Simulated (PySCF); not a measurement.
CH2Cl, SMILES [CH2]Cl (connectivity only; charge and spin as stated), charge +1, multiplicity 1. The structure is a stationary point at PBE-D3(BJ)/def2-TZVP. The spin state was assumed, not searched. The isomer is the one that the SMILES or the coordinates give; other isomers of the formula were not compared.

TDA-ωB97X/def2-TZVPD run with PySCF puts the lowest singlet excitations at 3.59, 7.58, 7.77, 8.18, 9.35, 11.20 eV and the lowest triplet (TDA) at 3.11 eV.

Q: What are the lowest singlet roots from PySCF with EOM-CCSD/aug-cc-pVDZ? (An estimate is asked for; the answer gives what the named calculation found.)

A: 3.56, 6.99, 7.91, 8.52, 9.68, 10.87 eV; triplets 3.28, 4.56, 7.04 eV. S1 differs by -0.03 eV (second minus first; roots are paired by order, and the bases may differ).
